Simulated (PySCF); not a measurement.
## Telling settings apart by their effects on PBE0/pcSseg-0 results

PySCF (NMR shieldings with GIAOs, density fitting), isolated neutral molecules in closed-shell states, PBE0-D3(BJ)/def2-SVP geometries kept fixed through all settings. All basis functions are spherical. Starting from PBE0/pcSseg-0, one thing was changed at a time: the basis to 6-31G, the basis to aug-cc-pVDZ, the basis to pcSseg-1.

Changes against PBE0/pcSseg-0 in 4 molecules:

| molecule | changed to | mean 15N shielding (ppm) | HOMO energy (eV) | mean 13C shielding (ppm) | mean 17O shielding (ppm) |
| --- | --- | --- | --- | --- | --- |
| ONc1ccccc1 | 6-31G | +17.8 | +0.26 | +19.5 | +2.7 |
| ONc1ccccc1 | aug-cc-pVDZ | +15.6 | -0.02 | +12.4 | +10.8 |
| ONc1ccccc1 | pcSseg-1 | -4.6 | -0.01 | -4.4 | +2.2 |
| COc1ccccn1 | 6-31G | +35.4 | +0.28 | +19.8 | +7.4 |
| COc1ccccn1 | aug-cc-pVDZ | +40.4 | +0.13 | +13.0 | +13.7 |
| COc1ccccn1 | pcSseg-1 | +13.1 | +0.10 | -3.5 | -2.7 |
| Nc1ccc(O)cc1 | 6-31G | +8.5 | +0.22 | +19.8 | +7.9 |
| Nc1ccc(O)cc1 | aug-cc-pVDZ | +11.0 | -0.07 | +12.8 | +17.9 |
| Nc1ccc(O)cc1 | pcSseg-1 | -1.5 | -0.05 | -3.9 | +4.7 |
| COc1ccncc1 | 6-31G | +44.9 | +0.09 | +20.2 | +5.3 |
| COc1ccncc1 | aug-cc-pVDZ | +55.2 | -0.20 | +13.7 | +9.2 |
| COc1ccncc1 | pcSseg-1 | +22.7 | -0.23 | -2.7 | -5.9 |

For `COc1cccnc1` the PBE0/pcSseg-0 run gave mean 15N shielding -125.1 ppm, HOMO energy -6.95 eV, mean 13C shielding 61.7 ppm, mean 17O shielding 244.6 ppm. The changed runs lost their labels:

```json
{"run": "A", "mean 15N shielding (ppm)": "-101.4", "HOMO energy (eV)": "-6.82", "mean 13C shielding (ppm)": "58.7", "mean 17O shielding (ppm)": "239.0"}
{"run": "B", "mean 15N shielding (ppm)": "-67.0", "HOMO energy (eV)": "-6.78", "mean 13C shielding (ppm)": "75.0", "mean 17O shielding (ppm)": "252.8"}
{"run": "C", "mean 15N shielding (ppm)": "-75.0", "HOMO energy (eV)": "-6.69", "mean 13C shielding (ppm)": "81.7", "mean 17O shielding (ppm)": "246.9"}
```

Which run belongs to which change?

A: pcSseg-1; B: aug-cc-pVDZ; C: 6-31G.

```json
{"run": "A", "change of mean 15N shielding (ppm), here / mean of the others": "+23.7 / +7.4", "change of HOMO energy (eV), here / mean of the others": "+0.13 / -0.05", "change of mean 13C shielding (ppm), here / mean of the others": "-3.0 / -3.6", "change of mean 17O shielding (ppm), here / mean of the others": "-5.6 / -0.4", "next best match": "aug-cc-pVDZ"}
{"run": "B", "change of mean 15N shielding (ppm), here / mean of the others": "+58.1 / +30.6", "change of HOMO energy (eV), here / mean of the others": "+0.17 / -0.04", "change of mean 13C shielding (ppm), here / mean of the others": "+13.3 / +13.0", "change of mean 17O shielding (ppm), here / mean of the others": "+8.2 / +12.9", "next best match": "6-31G"}
{"run": "C", "change of mean 15N shielding (ppm), here / mean of the others": "+50.1 / +26.7", "change of HOMO energy (eV), here / mean of the others": "+0.26 / +0.21", "change of mean 13C shielding (ppm), here / mean of the others": "+20.0 / +19.8", "change of mean 17O shielding (ppm), here / mean of the others": "+2.3 / +5.8", "next best match": "aug-cc-pVDZ"}
```

Each run is given to the change whose mean effect on the other molecules lies nearest, every quantity measured in units of its scatter between molecules.

Would one quantity have been enough? Give each run to the change with the nearest mean effect on that quantity alone.

mean 13C shielding: 3 of 3 runs rightly; mean 15N shielding: 1 of 3 runs rightly; HOMO energy: 1 of 3 runs rightly; mean 17O shielding: 1 of 3 runs rightly.

Only sets that this rule tells apart clearly are shown.
